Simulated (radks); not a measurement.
Question: Species: In+. Configuration: [Kr] 4d10 5s1.5 5d0.5 (fractional occupations, a model configuration). All-electron calculation, scalar-relativistic Kohn-Sham, PBE, spin-unpolarised, spherical densities, point nucleus. Program: a radial shooting solver on a logarithmic mesh with Libxc functionals. Some entries of the table are withheld. Estimate them.

orbital,occ.,eigenvalue (eV),<r> (bohr)
1s,2,(1),0.02971
2s,2,(2),(3)
2p,6,-3739.842,(4)
3s,2,-798.5772,0.3486
3p,6,-659.1443,0.3471
3d,10,-442.7151,0.3243
4s,2,(5),0.8481
4p,6,-88.1586,0.9217
4d,10,-28.5769,1.173
5s,1.5,-16.7256,2.429
5d,0.5,-3.6090,5.826

Answer: 
(1) 1s eigenvalue (eV): -27764.50
(2) 2s eigenvalue (eV): -4165.642
(3) 2s <r> (bohr): 0.1285
(4) 2p <r> (bohr): 0.1122
(5) 4s eigenvalue (eV): -129.6821
